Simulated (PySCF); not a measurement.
Electron correlation in Zn²⁺ (zinc, charge +2)

[Ar] 3d9 4s1, high-spin 3D determinant (an excited configuration). Calculation: PySCF 2.14, in def2-QZVPPD; no relativity, point nucleus. Frozen: [Ar]; 10 electrons correlated.

| level | correlation energy (mhartree) |
| --- | --- |
| CCSD | -340.69 |
| (T) | -6.90 |
| CCSD(T) | -347.59 |

Diagnostics: T1 = 0.0075, D1 = 0.0226, largest double amplitude 0.012.

Q: Is a single reference adequate?

A: Yes: T1 lies below 0.03 and no double amplitude reaches 0.07.
